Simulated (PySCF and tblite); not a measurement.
Values are calculated unless marked as measured or tabulated.
System: C₅H₇BF₂Si, numbered as in [CH:1]#[C:2][CH2:3]/[C:4]([SiH3:5])=[CH:6]/[B:7]([F:8])[F:9].

Motion: rotation about the B7–C6 bond (torsion F8–B7–C6–C4 from 0° to 180°, rising). GFN2-xTB gives an electronic barrier of 4.2 kcal/mol.

Problem. What does BP86/pcSseg-1 + D3(BJ), IEF-PCM chloroform give on GFN2-xTB geometries?

Solution. A barrier of 4.4 kcal/mol, 0.2 above the tight-binding barrier (from unrounded values) and, with GFN2-xTB thermal terms, ΔG‡(298 K) = 4.1 kcal/mol and k = 1.3×10¹⁰ s⁻¹ (2 equivalent paths).

Programs: tblite and PySCF.
